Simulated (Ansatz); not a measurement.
The cluster Zn₇Se₆⁺, relaxed as a doublet with UKS PBE-D4/def2-SVP in Ansatz, starting from the GFN1-xTB geometry. Force threshold 0.03 eV/Å.

Single mean-field runs in def2-SVP are fitted with def2-universal-jkfit. The relaxation made no stability test and no search for a lower SCF solution. The structure comes from a short search, and lower isomers may exist.

Start:

```xyz
13

Zn   -2.484   -3.113    0.623
Zn   -0.721    2.433   -1.540
Zn   -0.384    0.226    2.279
Zn    2.191    0.972    0.337
Zn   -2.134   -1.587    2.640
Zn    1.614   -1.831    0.129
Zn   -0.071   -0.432   -2.381
Se   -1.151    2.210    1.139
Se    0.874    3.077    0.229
Se   -1.360    1.247   -3.322
Se   -0.662   -2.150   -0.690
Se    1.907   -0.547    2.234
Se    2.380   -0.505   -1.676
```

Question: Estimate the energy that the relaxation releases and the steps that it takes.

Answer: 170.8 kJ/mol, in 21 steps; 2 min on 2 threads of AMD EPYC 7R13 on a shared host and a share (18 GiB) of an NVIDIA H100 80GB HBM3. No frequencies were taken in this run, so the end may be a saddle point.

Question: Does the start keep its bonding?

Answer: Bonds formed: Zn1–Se10 (atoms count from 1). Metal–metal contacts that move far: Zn6–Zn7 3.33 to 2.73 Å.

Question: Predict the relaxed structure.

Answer: 
```
atom    x (Å)    y (Å)    z (Å)
 Zn1  -1.9985  -1.4768  -0.4841
 Zn2  -0.9959   1.8117  -0.6994
 Zn3  -0.3437   0.3599   2.4551
 Zn4   1.9851   0.9680   0.1619
 Zn5  -2.4057  -0.8622   1.8575
 Zn6   1.4367  -1.8110   0.0868
 Zn7   0.2143  -0.9390  -2.1992
 Se8  -0.9679   2.5623   1.6582
 Se9   0.9115   3.1554   0.0188
Se10  -1.9084   0.3056  -2.2329
Se11  -0.2921  -3.0973  -1.0300
Se12   1.8350  -0.5227   2.1243
Se13   2.5296  -0.4539  -1.7169
```
Bond lengths (bridged metal pairs left out): 16 × Se–Zn 2.34 to 2.51 Å; 2 × Zn–Zn 2.45 to 2.47 Å; 1 × Se–Se 2.56 Å.
